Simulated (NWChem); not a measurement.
Everything below was run with NWChem. System: F₄MoO, charge 0, spin multiplicity 1, at a geometry optimised with PBE0/def2-SVP with def2 effective core potentials on Mo. The structure started from a generated list of species.

Input file:

```
start mol
memory heap 200 mb stack 900 mb global 1100 mb
geometry units angstroms nocenter noautoz
  Mo    -0.059284     0.059048     0.000000
  O     -1.239636     1.236192     0.000000
  F      1.285391    -1.280742     0.000000
  F     -0.605728    -0.670012     1.561958
  F     -0.605728    -0.670012    -1.561958
  F      1.304624     1.246373     0.000000
  symmetry group Cs
end
basis spherical
  * library def2-tzvp
end
ecp
  Mo library def2-ecp
end
dft
  xc xpbe96 cpbe96
  semidirect memsize 60000000 filesize 0
  iterations 100
end
task dft energy
```

The output up to the point where the run's verdict is printed (cleaned and shortened):

```
             Northwest Computational Chemistry Package (NWChem) 7.3.0
             --------------------------------------------------------

                                NWChem Input Module
                                -------------------

 Scaling coordinates for geometry "geometry" by  1.889725989
 (inverse scale =  0.529177249)

 Turning off AUTOSYM since
 SYMMETRY directive was detected!

                             Geometry "geometry" -> ""
                             -------------------------

 Output coordinates in angstroms (scale by  1.889725989 to convert to a.u.)

  No.       Tag          Charge          X              Y              Z
 ---- ---------------- ---------- -------------- -------------- --------------
    1 Mo                  42.0000    -0.05928400     0.05904800     0.00000000
    2 O                    8.0000    -1.23963600     1.23619200     0.00000000
    3 F                    9.0000     1.28539100    -1.28074200     0.00000000
    4 F                    9.0000    -0.60572800    -0.67001200     1.56195800
    5 F                    9.0000    -0.60572800    -0.67001200    -1.56195800
    6 F                    9.0000     1.30462400     1.24637300     0.00000000

 Effective nuclear repulsion energy (a.u.)     691.5363186387

            Nuclear Dipole moment (a.u.)
            ----------------------------
        X                 Y               Z
 ---------------- ---------------- ----------------
     0.0000283459     0.0000283459     0.0000000000

      Symmetry information
      --------------------

 Group name             Cs
 Group number              2
 Group order               2
 No. of unique centers     5

      Symmetry unique atoms

     1    2    3    4    6


 Summary of "ao basis" -> "" (spherical)
 ------------------------------------------------------------------------------
       Tag                 Description            Shells   Functions and Types
 ---------------- ------------------------------  ------  ---------------------
 *                         def2-tzvp                  on all atoms

 Summary of "ao basis" -> "ao basis" (spherical)
[...]
 d= 0,ls=0.5,diis    52   -542.3692468395 -7.24D-05  6.82D-05  1.24D-03    86.6
 d= 0,ls=0.5,diis    53   -542.3693251844 -7.83D-05  7.91D-05  1.32D-03    88.1
 d= 0,ls=0.5,diis    54   -542.3694447004 -1.20D-04  9.15D-05  1.10D-03    89.6
 d= 0,ls=0.5,diis    55   -542.3695932800 -1.49D-04  7.24D-05  7.57D-04    91.1
 d= 0,ls=0.5,diis    56   -542.3696970256 -1.04D-04  5.98D-05  4.81D-04    92.7
 d= 0,ls=0.5,diis    57   -542.3697689356 -7.19D-05  5.13D-05  3.51D-04    94.2
 d= 0,ls=0.5,diis    58   -542.3698271616 -5.82D-05  4.67D-05  3.12D-04    95.7
 d= 0,ls=0.5,diis    59   -542.3698789910 -5.18D-05  4.10D-05  2.83D-04    97.3
 d= 0,ls=0.5,diis    60   -542.3699176030 -3.86D-05  3.79D-05  3.39D-04    98.9
 d= 0,ls=0.5,diis    61   -542.3699542455 -3.66D-05  4.89D-05  3.77D-04   100.4
 d= 0,ls=0.5,diis    62   -542.3700215483 -6.73D-05  4.81D-05  1.56D-04   101.9
 d= 0,ls=0.5,diis    63   -542.3700766080 -5.51D-05  4.25D-05  9.97D-05   103.4
 d= 0,ls=0.5,diis    64   -542.3701166960 -4.01D-05  4.08D-05  1.41D-04   104.9
 d= 0,ls=0.5,diis    65   -542.3701573469 -4.07D-05  3.88D-05  1.53D-04   106.4
 d= 0,ls=0.5,diis    66   -542.3701954284 -3.81D-05  3.83D-05  1.73D-04   107.9
 d= 0,ls=0.5,diis    67   -542.3702344387 -3.90D-05  3.39D-05  1.77D-04   109.5
 d= 0,ls=0.5,diis    68   -542.3702611632 -2.67D-05  3.41D-05  2.55D-04   111.0
 d= 0,ls=0.5,diis    69   -542.3702974676 -3.63D-05  5.74D-05  2.29D-04   112.7
 d= 0,ls=0.5,diis    70   -542.3703619065 -6.44D-05  4.75D-05  1.05D-04   114.2
 d= 0,ls=0.5,diis    71   -542.3704124235 -5.05D-05  4.14D-05  7.30D-05   115.8
 d= 0,ls=0.5,diis    72   -542.3704523520 -3.99D-05  3.62D-05  6.22D-05   117.3
 d= 0,ls=0.5,diis    73   -542.3704808835 -2.85D-05  3.51D-05  1.39D-04   118.8
 d= 0,ls=0.5,diis    74   -542.3705155025 -3.46D-05  3.57D-05  1.49D-04   120.4
 d= 0,ls=0.5,diis    75   -542.3705532539 -3.78D-05  4.02D-05  1.42D-04   122.0
 d= 0,ls=0.5,diis    76   -542.3706001850 -4.69D-05  4.98D-05  8.60D-05   123.5
 d= 0,ls=0.5,diis    77   -542.3706511410 -5.10D-05  4.95D-05  9.12D-05   125.0
 d= 0,ls=0.5,diis    78   -542.3706977217 -4.66D-05  5.32D-05  1.56D-04   126.6
 d= 0,ls=0.5,diis    79   -542.3707410580 -4.33D-05  5.47D-05  3.01D-04   128.2
 d= 0,ls=0.5,diis    80   -542.3707843561 -4.33D-05  5.74D-05  4.61D-04   129.7
 d= 0,ls=0.5,diis    81   -542.3708247293 -4.04D-05  5.79D-05  6.88D-04   131.1
 d= 0,ls=0.5,diis    82   -542.3708711844 -4.65D-05  6.09D-05  8.57D-04   132.7
 d= 0,ls=0.5,diis    83   -542.3709122518 -4.11D-05  6.46D-05  1.13D-03   134.2
 d= 0,ls=0.5,diis    84   -542.3709470021 -3.48D-05  6.14D-05  1.53D-03   135.7
 d= 0,ls=0.5,diis    85   -542.3710185221 -7.15D-05  6.28D-05  1.47D-03   137.2
 d= 0,ls=0.5,diis    86   -542.3710779648 -5.94D-05  6.50D-05  1.62D-03   138.7
 d= 0,ls=0.5,diis    87   -542.3711353843 -5.74D-05  7.04D-05  1.84D-03   140.3
 d= 0,ls=0.5,diis    88   -542.3711739230 -3.85D-05  7.88D-05  2.36D-03   141.8
 d= 0,ls=0.5,diis    89   -542.3711733933  5.30D-07  8.44D-05  3.41D-03   143.3
 d= 0,ls=0.5,diis    90   -542.3711640100  9.38D-06  8.60D-05  4.59D-03   144.8
 d= 0,ls=0.5,diis    91   -542.3711886483 -2.46D-05  8.70D-05  5.41D-03   146.4
 d= 0,ls=0.5,diis    92   -542.3712482463 -5.96D-05  9.73D-05  5.89D-03   147.9
 d= 0,ls=0.5,diis    93   -542.3712072950  4.10D-05  9.53D-05  7.71D-03   149.5
 d= 0,ls=0.5,diis    94   -542.3713021607 -9.49D-05  1.02D-04  7.93D-03   151.0
 d= 0,ls=0.5,diis    95   -542.3713206209 -1.85D-05  1.04D-04  9.25D-03   152.5
 d= 0,ls=0.5,diis    96   -542.3713630122 -4.24D-05  1.06D-04  1.03D-02   154.0
 d= 0,ls=0.5,diis    97   -542.3714292807 -6.63D-05  1.09D-04  1.12D-02   155.5
 d= 0,ls=0.5,diis    98   -542.3715325470 -1.03D-04  1.17D-04  1.18D-02   157.1
 d= 0,ls=0.5,diis    99   -542.3714856784  4.69D-05  1.26D-04  1.42D-02   158.7
 d= 0,ls=0.5,diis   100   -542.3713548496  1.31D-04  1.37D-04  1.76D-02   160.2
```

The run did not converge; its last values are not results. The next line reads: Calculation failed to converge. NWChem stopped with the message: dft energy failed.
